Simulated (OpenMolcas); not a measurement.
# Sr⁺: effect of the active space

```
Program             : OpenMolcas 26.06
Method              : CASSCF
Basis               : ANO-RCC-VTZP
Scalar Hamiltonian  : DKH2, point nucleus
Spin-orbit coupling : RASSI with atomic mean-field integrals over the reference wave functions, term energies averaged over their components
```

A. 1 electron in 4 orbitals (5s 5p); 2S+1 = 2 even, 1 root; 2S+1 = 2 odd, 3 roots; cost roughly 4 core-seconds
B. 1 electron in 8 orbitals (5s 5p 6s 6p); 2S+1 = 2 even, 1 root; 2S+1 = 2 odd, 3 roots; cost roughly 10 core-seconds
C. 1 electron in 9 orbitals (4d 5s 5p); 2S+1 = 2 even, 6 roots; 2S+1 = 2 odd, 3 roots; cost of the order of 5 core-seconds

Energies in cm⁻¹ above 5s ²S_1/2, the measured ground level; measured values from NIST Handbook of Basic Atomic Spectroscopic Data.

| Level | A | B | C | Measured |
| --- | --- | --- | --- | --- |
| 5s ²S_1/2 | 0.0 | 0.0 | 0.0 | 0.0 |
| 5p ²P°_1/2 | 21854 | 21854 | 21611 | 23715 |
| 5p ²P°_3/2 | 22382 | 22382 | 22139 | 24517 |

Deviations, from unrounded energies. A percentage is the sum of absolute deviations over the sum of measured energies, with the sign that they share, or ± where signs differ.

```json
{"Against measurement": "mean absolute deviation (cm-1)", "Levels": "2", "A": "2000", "B": "2000", "C": "2200"}
{"Against measurement": "other configurations (%)", "Levels": "2", "A": "-8.3", "B": "-8.3", "C": "-9.3"}
```

A, B lie about equally close to measurement and C furthest from it. The largest miss of A in the table is 5p ²P°_3/2, by -2100 cm-1. The ranking rests on the paired levels alone, and a cruder setting can come out closer through cancelling errors.

Among A to C the level of the table that moves most is 5p ²P°_1/2, by 240 cm-1 (lowest in C, highest in A).

ANO sets are built for ground and valence states and can reach diffuse excited orbitals poorly. With one active electron the reference holds no correlation, so core polarisation is missing. With one active electron outside closed inactive shells, the extra shells (6p 6s) add no correlation to the reference (holds for B). Computed and measured levels are paired by configuration, term and J; levels that our copy of the source lacks, or whose pairing is in doubt (as where it misses far off the trend of its configuration), stay unpaired and out of the deviations. Levels of configurations outside the active space are missing. Levels that lie high or do not pair safely by name in every column are left out.

° marks odd parity.
